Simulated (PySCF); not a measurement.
CH3AlCl2S: core ionisation energies

AlCl2(SMe), CH3AlCl2S.
Structure used (PBE0-D3(BJ)/def2-SVP), in Å, numbered top down from 1:
```xyz
8
CH3AlCl2S angstrom
Al     0.3560    1.4440   -0.7508
Cl     2.3073    0.9949   -0.1328
Cl    -0.0026    3.1991   -1.8163
S     -1.2700    0.1018   -0.3152
C     -0.4297   -1.2473    0.5946
H      0.6534   -1.0853    0.6681
H     -0.6200   -2.1894    0.0644
H     -0.8563   -1.3034    1.6044
```

Theory: delta-SCF UKS SCAN, pcX-2 on the ionised atom, pcseg-1 elsewhere, spin-free X2C in PySCF. Vertical ΔSCF values, vacuum level as zero.

Q: What binding energy does each computed site have?

A: 
| atom(s) | environment | level | binding energy (eV) | 2p1/2 (eV) | count |
| --- | --- | --- | --- | --- | --- |
| Cl2/Cl3 | chlorine bonded to Al | Cl 2p3/2 | 206.16 | 207.81 | 2 |
| C5 | carbon bonded to S and 3 H | C 1s | 291.79 | – | 1 |
| Al1 | aluminium bonded to 2 Cl and S | Al 1s | 1568.60 | – | 1 |
| S4 | sulfur bonded to Al and C | S 1s | 2477.08 | – | 1 |
| Cl2/Cl3 | chlorine bonded to Al | Cl 1s | 2828.73 | – | 2 |

Q: Which effective nuclear charge Zeff reproduces each element's mean 1s value in the hydrogen-like formula E = 13.606 eV × Zeff²?

A: C (Z = 6): mean 291.8 eV, Zeff = 4.63, Z − Zeff = 1.37; Al (Z = 13): mean 1568.6 eV, Zeff = 10.74, Z − Zeff = 2.26; S (Z = 16): mean 2477.1 eV, Zeff = 13.49, Z − Zeff = 2.51; Cl (Z = 17): mean 2828.7 eV, Zeff = 14.42, Z − Zeff = 2.58. Means run over the listed sites, weighted by atom count.

Q: Which photon energy gives electrons from Al 1s of Al1 a kinetic energy of 150 eV, and what is their de Broglie wavelength?

A: hν = 1568.60 + 150 = 1718.60 eV, recoil neglected; λ = 12.264 Å/√(E/eV) = 1.00 Å.

Topologically equivalent atoms share the value of their first member; where this conformer doesn't relate them by symmetry, their own values could differ. Not every level is listed. The 2p values aren't plain energy differences: one relaxed spin-free 2p hole is combined with a matrix within the shell (ground-state 2p orbital-energy differences and spin–orbit coupling). 2p3/2, the mean of its two sublevels, lies a third of the splitting below the shell's mean and 2p1/2 two thirds above it; the statistical areas are 2:1. 2p1/2 minus 2p3/2 (ligand field included): Cl 1.65 eV. Geometry: PBE0-D3(BJ)/def2-SVP, one conformer, isolated molecule.
